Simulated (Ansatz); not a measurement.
The cluster CdSe2⁻. Charge -1, multiplicity 2. Geometry PBE0-D4/def2-TZVPD, basis def2-TZVPD, Ansatz.

Cartesian coordinates in Å:
```
Cd 0.662 -0.705 1.776
Se -1.121 0.963 -0.351
Se 0.459 -0.257 -1.424
```

```json
{"run": "A", "HOMO (eV)": "-0.13", "LUMO (eV)": "0.42"}
{"run": "B", "HOMO (eV)": "0.06", "LUMO (eV)": "0.33"}
{"run": "C", "HOMO (eV)": "-2.07", "LUMO (eV)": "2.11"}
{"run": "D", "HOMO (eV)": "-0.92", "LUMO (eV)": "1.12"}
{"run": "E", "HOMO (eV)": "-2.93", "LUMO (eV)": "2.84"}
```

In the def2 sets Cd takes a core potential; there is no spin–orbit coupling. Another isomer (doublet) lies 0.51 eV lower at PBE0-D4/def2-TZVPD; other spin states weren't run for this one.

HOMO and LUMO are taken over both spins.

Task: The runs used CAM-B3LYP, PBE, PBE0, r2SCAN, ωB97M-V. Estimate which is which.

Result: A r2SCAN (0 % exact exchange); B PBE (0 % exact exchange); C CAM-B3LYP (range-separated); D PBE0 (25 % exact exchange); E ωB97M-V (range-separated). Exact exchange lowers occupied and raises empty levels; among semilocal functionals meta-GGAs tend to open the gap a little, and such runs are hard to tell apart. The gap grows from 0.28 eV (PBE) to 5.77 eV (ωB97M-V). At PBE-D4/def2-TZVPD the highest occupied level of the charge -1 doublet lies above zero (up to 0.06 eV). The electron is either unbound and held by the finite basis, or the level is raised by self-interaction error.
